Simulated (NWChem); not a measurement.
System: BNH2, triplet; SMILES of the neutral closed-shell parent B=N

The following NWChem deck was run.

```
start job
memory heap 200 mb stack 700 mb global 900 mb
geometry units angstroms noautosym nocenter noautoz
  B     -0.155447    -0.802259     0.000000
  N     -0.091399     0.576203     0.000000
  H      0.994178    -1.290910     0.000000
  H      0.634053     1.306232     0.000000
end
basis spherical
  B library def2-svp
  N library def2-svp
  H library def2-svp
end
dft
  odft
  mult 3
  xc b3lyp
  iterations 150
end
property
  efieldgrad
end
task dft property
```

Excerpt of the output:

```
             Northwest Computational Chemistry Package (NWChem) 7.3.0
             --------------------------------------------------------

                             Geometry "geometry" -> ""
                             -------------------------

 Output coordinates in angstroms (scale by  1.889725989 to convert to a.u.)

  No.       Tag          Charge          X              Y              Z
 ---- ---------------- ---------- -------------- -------------- --------------
    1 B                    5.0000    -0.15544700    -0.80225900     0.00000000
    2 N                    7.0000    -0.09139900     0.57620300     0.00000000
    3 H                    1.0000     0.99417800    -1.29091000     0.00000000
    4 H                    1.0000     0.63405300     1.30623200     0.00000000

 Effective nuclear repulsion energy (a.u.)      22.2310988973

                              NWChem Property Module
                              ----------------------

  itol2e modified to match energy
  convergence criterion.

                                 NWChem DFT Module
                                 -----------------

 Summary of "ao basis" -> "ao basis" (spherical)
 ------------------------------------------------------------------------------
       Tag                 Description            Shells   Functions and Types
 ---------------- ------------------------------  ------  ---------------------
 B                          def2-svp                 6       14   3s2p1d
 N                          def2-svp                 6       14   3s2p1d
 H                          def2-svp                 3        5   2s1p

  itol2e modified to match energy
  convergence criterion.

            General Information
            -------------------
          SCF calculation type: DFT
          Wavefunction type:  spin polarized.
          No. of atoms     :     4
          No. of electrons :    14
           Alpha electrons :     8
            Beta electrons :     6
          Charge           :     0
          Spin multiplicity:     3
          Use of symmetry is: off; symmetry adaption is: off
          Maximum number of iterations: 150
          AO basis - number of functions:    38
                     number of shells:    18
          Convergence on energy requested:  1.00D-07
          Convergence on density requested:  1.00D-05
          Convergence on gradient requested:  5.00D-04

[...]

          -----------------------
          Electric field gradient
          -----------------------

 1 a.u. = 0.324123 10**(16) esu/cm**3  ( or statvolts/cm**2 ) = 0.97174 10**(22) v/m**2

 ------------------------------------------------------------
   Atom      X         Y         Z
 ------------------------------------------------------------
    1 B   -0.29375  -1.51605   0.00000
 ------------------------------------------------------------

 Electric field gradient in molecular frame (a.u.)
         XX             YY             ZZ             XY             XZ             YZ
 ------------------------------------------------------------------------------------------
        0.160199       0.116694      -0.276893      -0.022469       0.000000      -0.000000

 Principal components (a.u.) and orientation
 of principal axis w.r.t. absolute frame                      Asymmetry parameter eta
 --------------------------------------------------------------------------------------
       -0.276893       0.169720       0.107173                       0.225889

       -0.000000       0.920748       0.390158
        0.000000      -0.390158       0.920748
        1.000000       0.000000      -0.000000

 ------------------------------------------------------------
   Atom      X         Y         Z
 ------------------------------------------------------------
    2 N   -0.17272   1.08887   0.00000
 ------------------------------------------------------------

 Electric field gradient in molecular frame (a.u.)
         XX             YY             ZZ             XY             XZ             YZ
 ------------------------------------------------------------------------------------------
       -0.607718      -0.213030       0.820748       0.275760      -0.000000       0.000000

 Principal components (a.u.) and orientation
 of principal axis w.r.t. absolute frame                      Asymmetry parameter eta
 --------------------------------------------------------------------------------------
        0.820748      -0.749473      -0.071275                       0.826317

       -0.000000       0.889372       0.457184
        0.000000      -0.457184       0.889372
        1.000000       0.000000      -0.000000

 ------------------------------------------------------------
   Atom      X         Y         Z
 ------------------------------------------------------------
    3 H    1.87872  -2.43947   0.00000
 ------------------------------------------------------------

 Electric field gradient in molecular frame (a.u.)
         XX             YY             ZZ             XY             XZ             YZ
 ------------------------------------------------------------------------------------------
       -0.140294       0.050139       0.090155       0.101050      -0.000000       0.000000

 Principal components (a.u.) and orientation
 of principal axis w.r.t. absolute frame                      Asymmetry parameter eta
 --------------------------------------------------------------------------------------
       -0.183920       0.093765       0.090155                       0.019631

        0.918093       0.396366       0.000000
       -0.396366       0.918093       0.000000
        0.000000      -0.000000       1.000000

 ------------------------------------------------------------
   Atom      X         Y         Z
 ------------------------------------------------------------
    4 H    1.19819   2.46842   0.00000
 ------------------------------------------------------------

[...]
```

Level: B3LYP/def2-SVP, spin-unrestricted. In the optimisation the excess spin sits in a' (Cs, its own frame). Structure relaxed at the PBE-D3(BJ)/def2-SVP, spin-unrestricted level. This spin state was assumed; another may lie lower. No stability test was run on the SCF state. B3LYP is NWChem's, with the RPA form of VWN correlation. NWChem prints the field gradient with the sign opposite to the second derivative of the potential.
